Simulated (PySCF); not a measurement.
SMILES C=Cc1ccc(-c2ccco2)cc1 (C12H10O), GFN2-xTB optimised geometry. Atoms within 1.6 Å of the plane z = 1.0 Å (x, y, z in Å): C1 (-1.95, -4.22, 0.00), C2 (-2.40, -2.97, 0.00), C3 (-1.61, -1.75, 0.00), C4 (-2.26, -0.51, 0.00), C5 (-1.55, 0.67, 0.00), C6 (-0.16, 0.66, 0.00), C7 (0.60, 1.90, 0.00), C8 (0.20, 3.21, 0.00), C9 (1.38, 3.99, 0.00), C10 (2.41, 3.10, 0.00), O11 (1.95, 1.84, 0.00), C12 (0.50, -0.57, 0.00), C13 (-0.21, -1.75, 0.00), H14 (-2.63, -5.06, 0.00), H15 (-0.90, -4.46, 0.00), H16 (-3.48, -2.80, 0.00), H17 (-3.34, -0.49, 0.00), H18 (-2.08, 1.61, 0.00), H19 (-0.80, 3.58, 0.00), H20 (1.45, 5.06, 0.00), H21 (3.48, 3.23, 0.00), H22 (1.58, -0.59, 0.00), H23 (0.33, -2.69, 0.00).

Computed with PySCF with PBE0/def2-SVP.

Map of the LUMO amplitude (bohr^(-3/2)) on the plane z = 1.0 Å; orbital energy -1.37 eV, overall sign arbitrary:

```
|===============================|
|===============================|
|===============================|
|===============================|
|=============+++++=============|
|============++++++=============|
|===========+++++++=============|
|===========+++*#*+=---=========|
|===========++*#%%*=:.:-========|
|==========+++*#%#+=:.:-========|
|=========++++++++===--=========|
|========++++++=-:-+*+==========|
|=======+++***=:..-+*++=========|
|=======+++*##=. .-=+++=========|
|======+++*#%%+. .-=+++=========|
|======+++*#%#+--=++++==========|
|======+++*##*++***+++==========|
|=======++++=-=*##*+++==========|
|==========-..-#%#*+++==========|
|=========-.  -*%#*+++==========|
|========-:. .-+**+++===========|
|========-:.:-=++++++===========|
|===========+*++++++============|
|========+*#@%#++++=============|
|=======++*%@@#*++==============|
|=======++*#%#*+++==============|
|=======+++***+++===============|
|========++++++++===============|
|=========++++++================|
|===============================|
|===============================|
```
Scale: ten equal steps from -0.067 (start of ' ') to 0.069 (end of '@'), in the order ' .:-=+*#%@'; x runs from -7.50 to 7.50, y from -7.50 (bottom) to 7.50 (top).
